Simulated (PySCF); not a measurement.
Si(H)(Cl)2(vinyl) (C₂H₄Cl₂Si), SMILES C=C[SiH](Cl)Cl. Atoms are numbered in the order given.

```xyz
9

Si    -0.0478     0.3907     0.0000
Cl     1.0653    -0.1091     1.6818
Cl     1.0653    -0.1091    -1.6818
C     -1.6515    -0.5471     0.0000
C     -2.8379     0.0936     0.0000
H     -0.2856     1.8676     0.0000
H     -1.6258    -1.6518     0.0000
H     -2.9050     1.1960     0.0000
H     -3.7983    -0.4500     0.0000
```

The structure is a stationary point at PBE-D3(BJ)/def2-SVP. Other conformers were not sampled.

The numbers are results of PBE-D3(BJ)/def2-SVP (PySCF), not measurements.

Frequencies are harmonic and unscaled.

Computed vibrational spectrum:
```csv
mode,ν (cm⁻¹),IR (km/mol),moving atoms (share of kinetic energy)
1,71,0.0,"C 46 %, H 25 %, Cl 23 %"
2,160,0.0,"H 41 %, C 30 %, Cl 25 %"
3,165,5.5,"Cl 55 %, Si 21 %, C 16 %, H 8 %"
4,176,2.7,"Cl 34 %, Si 29 %, C 22 %, H 15 %"
5,311,2.6,"C 48 %, Cl 30 %, H 15 %"
6,505,0.5,"H 47 %, C 28 %, Cl 17 %"
7,513,46.9,"Si 46 %, Cl 41 %"
8,585,129.7,"Si 48 %, Cl 24 %, H 21 %"
9,711,55.2,"C 43 %, Si 34 %, H 22 %"
10,776,134.5,"H 87 %, Si 11 %"
11,783,150.5,"H 88 %, Si 10 %"
12,952,28.6,"H 72 %, C 28 %"
13,975,11.0,"H 83 %, C 16 %"
14,995,10.3,H 93 %
15,1224,1.1,"H 72 %, C 28 %"
16,1371,17.9,"H 84 %, C 15 %"
17,1618,11.0,"C 86 %, H 14 %"
18,2201,79.9,H 97 %
19,3052,7.8,H 95 %
20,3087,0.1,"H 92 %, C 8 %"
21,3145,4.2,"H 89 %, C 11 %"
```
